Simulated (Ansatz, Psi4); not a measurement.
Two rigid molecules brought together: F2Mg ··· H2S (SMILES [F][Mg][F] and S), singlet. Monomers: optimised at B3LYP-D3(BJ) (def2-TZVP), held rigid. Orientation: lowest of the rigid-body minima from ten starts at GFN2-xTB. Only R, the distance of the centres of mass, is varied, so the lowest point isn't the relaxed dimer.

Levels: SAPT0/jun-cc-pVDZ, frozen core (Psi4); PBE0/def2-TZVP, counterpoise-corrected (Psi4); PBE/def2-TZVP, counterpoise-corrected (Psi4); MP2/aug-cc-pVTZ = DF-MP2/aug-cc-pVTZ, frozen core, counterpoise-corrected (Psi4); wB97M-V/def2-TZVP, counterpoise-corrected (Psi4); CCSD(T)/aug-cc-pVDZ = Ansatz (an electronic-structure program) with CCSD(T) on RHF/aug-cc-pVDZ, frozen core, counterpoise-corrected.

Cost and agreement with CCSD(T)/aug-cc-pVDZ over the 11 points of the scan, with CCSD(T)/aug-cc-pVDZ as yardstick. Costs are rough ratios of core time within Psi4 on shared cores, each with its mean field (Kohn-Sham runs search longer for lower solutions than correlated ones do); the miss is the largest difference from CCSD(T) of the interaction energy, in kJ/mol.

Which is the cheapest of these levels that stays within 19 kJ/mol of CCSD(T)/aug-cc-pVDZ?

SAPT0/jun-cc-pVDZ.

Which of them comes closest to CCSD(T)/aug-cc-pVDZ within 6 times the cost of the cheapest?

MP2/aug-cc-pVTZ, 13.64 kJ/mol off at most.

```csv
level,relative cost,largest difference
SAPT0/jun-cc-pVDZ,1,14.90
PBE0/def2-TZVP,1,29.02
PBE/def2-TZVP,1,23.65
MP2/aug-cc-pVTZ,2,13.64
wB97M-V/def2-TZVP,10,29.34
```

Costs within a factor of two of each other count as equal.
